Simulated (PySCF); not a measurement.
Coordinates in bohr (charge 1 multiplicity 4):
```
Al    1.8791    1.8791    2.1795
Al    1.8791   -2.1795   -1.8791
Al   -2.1795    1.8791   -1.8791
Al   -1.5787   -1.5787    1.5787
```

All numbers come from UPBE0 in PySCF with Al def2-TZVP; no relativity; density-fitted integrals.

This geometry of [Al4]+ is a stationary point at this level.

What is the point group?

C3v.

Is it a minimum?

Yes: all harmonic wavenumbers are real.

List the harmonic modes with their infrared intensities.


| symmetry | ω (cm⁻¹) | IR (km/mol, summed over degenerate members) |
| --- | --- | --- |
| e | 120 | 2.7 |
| a1 | 152 | 7.5 |
| e | 280 | 38.3 |
| a1 | 304 | 0.0 |

Give the atomic charges and bond orders.


```csv
atom,Mulliken,Löwdin,polar tensor,spin (Mulliken),Mayer order to Al1
Al1,0.28,0.31,0.32,0.77,–
"Al2,3",0.28,0.31,0.32,0.77,0.45
Al4,0.16,0.08,0.03,0.70,0.76
```
Other Mayer orders above 0.3: Al–Al 0.45, Al–Al 0.76 (×2).

Give the ideal-gas entropy at 298.15 K and 1 bar by parts.

translation 167.2, rotation 106.4, vibration 55.8, spin 11.5; total 340.9 J/(mol K).

In C3v the vibrations span 2e + 2a1.

Only a few start shapes were tried, so a lower isomer may exist.
